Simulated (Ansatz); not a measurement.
A nudged elastic band was laid between two geometries of BF2H2N + BrH (8 atoms, charge 0, multiplicity 1).

All numbers below come from RKS PBE/def2-SVP (Ansatz 0.2.0).

```
movable images  : 7
climbing image  : yes
spring          : 5.0 eV/Å²
optimiser       : quadratic models (default)
start path      : through a guess of the saddle point
force threshold : 0.05 eV/Å
iteration limit : 60
end points      : relaxed
```

First end point:

```xyz
8
Properties=species:S:1:pos:R:3
B 0.050 -0.411 0.183
N 0.008 -0.084 1.564
H -0.833 -0.249 2.119
H 0.864 -0.033 2.118
F 1.206 -0.406 -0.483
F -1.072 -0.697 -0.482
Br -0.426 3.332 1.499
H -0.242 1.881 1.469
```

Last end point:

```xyz
8
Properties=species:S:1:pos:R:3
B -0.006 0.495 0.181
N -0.128 0.152 1.802
H -0.276 -0.858 1.961
H 0.734 0.447 2.286
F 1.095 -0.194 -0.255
F -1.197 0.094 -0.365
Br 0.249 2.519 0.165
H -0.915 0.678 2.211
```

Task: What changes between the two ends?

Result: Bonds broken: Br7–H8. Bonds formed: B1–Br7, N2–H8. BF2H2N + BrH becomes BBrF2H3N.

Task: Give the energies along the band, and the barrier.

Result: The run converged. The highest image is number 3 of 0 to 8, 0.43 eV above the first end and 0.90 eV above the last; the last end lies 0.47 eV below the first. The order of the point at the top wasn't checked. The orbitals stay closed-shell, which can raise the energy where a bond breaks towards radicals; this wasn't checked here.

| image | path coordinate (Å) | energy (eV) | Br7–H8 (Å) | B1–Br7 (Å) | N2–H8 (Å) |
| --- | --- | --- | --- | --- | --- |
| 0 | 0.00 | 0.00 | 1.46 | 4.00 | 1.98 |
| 1 | 0.54 | 0.01 | 1.46 | 3.67 | 1.99 |
| 2 | 1.08 | 0.10 | 1.49 | 3.20 | 1.81 |
| 3 | 1.62 | 0.43 | 1.71 | 2.73 | 1.31 |
| 4 | 2.12 | -0.06 | 2.04 | 2.29 | 1.08 |
| 5 | 2.61 | -0.41 | 2.54 | 2.06 | 1.03 |
| 6 | 3.10 | -0.44 | 2.72 | 2.04 | 1.03 |
| 7 | 3.59 | -0.46 | 2.82 | 2.04 | 1.03 |
| 8 | 4.08 | -0.47 | 2.99 | 2.04 | 1.03 |

Task: What is the geometry of the highest image?

Result: 
```xyz
8
Properties=species:S:1:pos:R:3
B -0.005 0.023 0.256
N -0.017 0.097 1.763
H -0.817 -0.357 2.222
H 0.870 -0.145 2.223
F 1.173 -0.049 -0.354
F -1.125 -0.337 -0.360
Br -0.344 2.708 0.577
H -0.179 1.393 1.659
```

The band took 13 iterations and about 6 core-minutes.

Run time: 3 min on 2 threads of Arm Neoverse V1, with other jobs on the host, peak memory 0.16 GiB.
